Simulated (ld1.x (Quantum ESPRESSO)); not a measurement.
**Ranking TM potentials for Ba**

All share these settings but for the change named:

* Element: Ba
* Generator: ld1.x (Quantum ESPRESSO) 7.5
* Type: norm-conserving Troullier–Martins (Kleinman–Bylander form)
* Functional: PBEsol
* Relativity: scalar-relativistic
* Frozen core: [Xe]
* Valence charge: 2
* Reference configuration: 5d0 6s2 6p0
* Partial waves: 6p (bound, empty): rc 4.20 bohr; 5d (bound, empty): rc 3.00 bohr; 6s (bound): rc 3.05 bohr
* Local potential: the s channel
* Core correction: Bessel-smoothed model core inside 2.05 bohr

Test errors are all-electron minus pseudo excitation energies from the reference, over 5d0 6s1 6p0; 5d0 6s1.5 6p0; 5d0 6s1 6p1; 5d0 6s0 6p2; 5d1 6s0 6p0; 5d1 6s1 6p0; 5d0 6s0 6p1. None of these files shows a bound ghost.

The base gives 48.3 meV.

Of 10 variants that were run, those that failed, showed a ghost or another fault, or gave nearly equal values are left out.

A variant can come out equal or close to the base, since the largest error may sit in a test that the change hardly touches while other tests move.

Problem. Rank these variants by their largest absolute test error, smallest first.
A. wave 6p (bound): rc 4.20 bohr becomes 6p (bound): rc 3.76 bohr
B. core correction Bessel-smoothed model core inside 2.40 bohr
C. all radii but the core radius scaled by about 1.26 (s 3.86, p 5.30, d 3.80 bohr)

Solution. A (41.9 meV), B (48.3 meV), C (68.9 meV).
